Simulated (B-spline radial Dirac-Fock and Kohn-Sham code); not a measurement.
Calculated with a radial atomic solver, using Dirac-Fock (average of configuration) total-energy differences with a finite nucleus, the Breit interaction including its frequency dependence, and self-energy and vacuum-polarisation corrections. Free neutral atoms.

Q: Order these X-ray lines by photon energy, lowest first.
A. Ar Lℓ
B. Cl Lη
C. Pd Mζ1
D. Zr Mζ1
E. Ag Mζ1
F. Ru Mζ1

A: D (151.2 eV), B (182.1 eV), A (214.7 eV), F (234.3 eV), C (280.5 eV), E (306.2 eV).
